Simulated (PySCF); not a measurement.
ClH7Si3, SMILES [SiH2](Cl)[SiH2][SiH3].

Geometry optimised at B3LYP-D3(BJ)/def2-SVP. One conformer was computed; it need not be the lowest.

Two levels are set side by side: TDDFT-PBE/def2-SVPD (PySCF) and TDDFT-CAM-B3LYP/def2-SVPD (PySCF). Vertical, same geometry. The lowest singlet is HOMO→LUMO 97 % with PBE and HOMO→LUMO 86 % with the other functional; states are paired by order. Differences are taken from unrounded values.

```
quantity                               TDDFT-CAM-B3LYP  TDDFT-PBE  TDDFT-PBE minus TDDFT-CAM-B3LYP
-------------------------------------  ---------------  ---------  -------------------------------
lowest singlet excitation (eV)                    6.19       5.53                            -0.66
lowest triplet excitation (TDA) (eV)              5.57       5.00                            -0.57
first bright state (f over 0.05) (eV)             7.17       6.35                            -0.82
its oscillator strength                           0.12       0.07                            -0.05
```

A lower first singlet is the usual sign of a functional without exact exchange. Differences between two approximate levels are no errors against the true value.

Rough cost on one machine, each run with all the roots and properties that it gave: TDDFT-CAM-B3LYP against TDDFT-PBE about 9 times.
